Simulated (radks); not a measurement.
Isoelectronic series with 3 electrons, all held in the configuration [He] 2s1, which need not be the ground one along the series. Calculated with a radial shooting solver on a logarithmic mesh with Libxc functionals: Dirac Kohn-Sham, BLYP, spin-unpolarised, spherical densities, point nucleus. Total energies (hartree) and mean radii <r> (bohr):

ion	E (hartree)	2s1/2	1s1/2
Li	-7.47581	3.885	0.5821
C3+	-34.76160	1.282	0.2692
F6+	-82.35125	0.7779	0.1749
Mg9+	-150.31732	0.5586	0.1294
P12+	-238.76389	0.4355	0.1026
Ar15+	-347.82602	0.3566	0.08493
Sc18+	-477.67117	0.3016	0.07239
Cr21+	-628.50070	0.2611	0.06302
Co24+	-800.55142	0.2300	0.05575
Zn27+	-994.09756	0.2053	0.04994
As30+	-1209.45298	0.1852	0.04518
